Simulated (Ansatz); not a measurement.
**Which is lower?**

The two ends of one reaction step of CH$_{5}$Ga, singlet (PBE0-D4/def2-TZVP).

A:

Ga1  (-2.021, -0.464, -1.286)
H2  (0.547, -0.440, -0.067)
H3  (-0.941, -1.694, -1.681)
C4  (0.587, 0.432, 0.591)
H5  (1.570, 0.462, 1.062)
H6  (0.436, 1.346, 0.018)
H7  (-0.179, 0.358, 1.363)
(Å)

B:

```csv
atom,x (Å),y (Å),z (Å)
Ga1,-1.7326,0.1232,-0.1083
H2,0.6124,-1.6285,-1.4381
H3,0.0045,-1.9119,-1.7683
C4,0.0241,0.7575,0.7065
H5,0.6127,-0.0749,1.1094
H6,0.6462,1.2785,-0.0310
H7,-0.1673,1.4561,1.5298
```

Ansatz 0.2.0; basis: def2-TZVPP; cores frozen in the correlated methods. Filled d shells of the heavier atoms are correlated. The def2 sets are not built for correlating such inner shells, so the correlated values are less sure here. B3LYP uses VWN-RPA correlation.

(1) Which structure is lower at CCSD(T), and by how much? (An estimate is asked for; the value comes from the calculation.)

No T1 diagnostic of these runs exceeds 0.013.

Answers

(1) By the calculation: A, by 29.6 kJ/mol (electronic energy, against the other). By their contacts, A is a complex of CH₄ + GaH and B is a complex of CH₃Ga ([CH3][Ga]) + H₂.

All methods give the same order:

```
      method  E(B) − E(A) (kJ/mol)
       SPW92                  30.1
      PBE-D4                  28.3
     BLYP-D4                  30.6
   r2SCAN-D4                  28.9
      B97M-V                  47.7
     PBE0-D4                  32.7
    B3LYP-D4                  34.6
  r2SCAN0-D4                  32.3
    BHLYP-D4                  40.2
CAM-B3LYP-D4                  37.0
     wB97X-V                  34.0
     wB97M-V                  32.8
      B2PLYP                  31.8
    PBE-QIDH                  30.6
  RPA on PBE                  30.8
          HF                  51.2
         MP2                  22.0
        CCSD                  33.6
     CCSD(T)                  29.6
```

Labels in which every atom is bracketed show which atoms are joined, not bond orders.

For scale, one of the runs: CCSD(T)/def2-TZVPP, 149 basis functions, launched by `ansatz run in.yaml --threads 2 --pin off --events-out ev --progress --plain --max-ram 4352MiB`. Time: 20 s of wall clock on 2 CPU threads of an Arm Neoverse V1; the host was shared. Peak host memory: 0.92 GiB.
